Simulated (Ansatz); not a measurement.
```xyz
9

Si    0.603   -1.226   -1.151
Sb   -1.364   -1.201    0.496
Si   -0.664    1.172    1.173
H     0.462   -0.126   -2.143
H     0.642   -2.522   -1.878
H     1.889   -1.047   -0.425
H    -1.590    1.703    2.208
H    -0.697    2.079   -0.007
H     0.718    1.167    1.726
```

The species carries charge 0 and has multiplicity 2. Sb takes the def2 core potential.

Problem. List the PBE/def2-TZVPP orbital energies in eV (the Gaussian-basis code of Ansatz). (Estimate.)

Solution. Ansatz gave: α occupied: -1779.77, -1779.77, -149.59, -137.52, -137.52, -102.54, -102.42, -102.37, -94.26, -94.26, -94.23, -94.23, -94.23, -94.23, -32.86, -32.83, -32.79, -32.71, -32.68, -14.75, -13.12, -12.13, -8.85, -8.81, -8.49, -8.46, -6.94, -6.49, -5.39. α empty: -1.30, -1.02, -0.62, -0.19, 0.25, 0.55, 0.93, 1.80. β occupied: -1779.77, -1779.77, -149.55, -137.52, -137.52, -102.44, -102.40, -102.35, -94.27, -94.27, -94.23, -94.23, -94.23, -94.23, -32.71, -32.70, -32.69, -32.66, -32.65, -14.47, -13.11, -11.86, -8.80, -8.76, -8.46, -8.41, -6.79, -6.29. β empty: -4.26, -1.16, -0.88, -0.59, 0.00, 0.33, 0.70, 0.94. ⟨S²⟩ = 0.753.
